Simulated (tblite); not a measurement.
C7H13P.
Atom-mapped SMILES: `[CH3:1][C:2]1=[C:3]([CH3:4])[CH2:5][P:6]([CH3:7])[CH2:8]1` (hydrogens: H9, H10, H11 on C1; H12, H13, H14 on C4; H15, H16 on C5; H17, H18, H19 on C7; H20, H21 on C8)

The geometry is computed with GFN2-xTB (gas phase).

Question: What internal coordinates does the optimisation give?

Answer: 
```json
{"bond": "C1–C2, C3–C4", "length (Å)": "1.495", "order": "single"}
{"bond": "C2=C3", "length (Å)": "1.329", "order": "double"}
{"bond": "C5–P6, P6–C8", "length (Å)": "1.864", "order": "single"}
{"bond": "P6–C7", "length (Å)": "1.854", "order": "single"}
{"bond": "C2–C8, C3–C5", "length (Å)": "1.506", "order": "single"}
{"bond": "C1–H9 and 5 like bonds", "length (Å)": "1.089", "order": "single"}
{"bond": "C5–H15 and 3 like bonds", "length (Å)": "1.094", "order": "single"}
{"bond": "C7–H17, C7–H18, C7–H19", "length (Å)": "1.089", "order": "single"}
```

Bonds in one row agree within 0.01 Å and their mean is given. Orders are formal, as drawn. A selection of angles:
```json
{"angle": "C1–C2–C3", "degrees": "128.0"}
{"angle": "C1–C2–C8", "degrees": "116.2"}
{"angle": "C3–C2–C8", "degrees": "115.8"}
{"angle": "C3–C5–P6", "degrees": "107.2"}
{"angle": "C5–P6–C7", "degrees": "97.3"}
{"angle": "C5–P6–C8", "degrees": "90.1"}
```

Torsions: C1–C2–C3–C4 0° (synperiplanar); C2–C3–C5–P6 14° (synperiplanar); C3–C5–P6–C7 80° (synclinal); C5–P6–C8–C2 18° (synperiplanar); C1–C2–C8–P6 168° (antiperiplanar).

P6 (phosphine phosphorus) is pyramidal (angles 97.3°, 97.2° and 90.1°, sum 284.6°, 0.98 Å off the plane of its three neighbours). Of the pairs four or more bonds apart, H11···H14 is among the closest relative to their van der Waals radii: 2.09 Å, 87 % of the sum of Bondi's values. The C–C distances run from 1.329 Å (C2=C3, drawn double) to 1.506 Å (C2–C8, drawn single), a spread of 0.177 Å. The 5-membered ring C2–C3–C5–P6–C8 has internal angles of 90.1° to 115.8° (sum 536°, against 540° for a flat polygon); it is puckered, 0.10 Å rms from its mean plane, widest ring torsion 18°.

Point group: Cs (tolerance 0.08 Å). Its GFN2-xTB frequencies are all real (lowest 61 cm⁻¹). One conformer, not necessarily the lowest.

The run took 0.17 s on Arm Neoverse V2, one thread, on a shared host. This is the geometry optimisation.
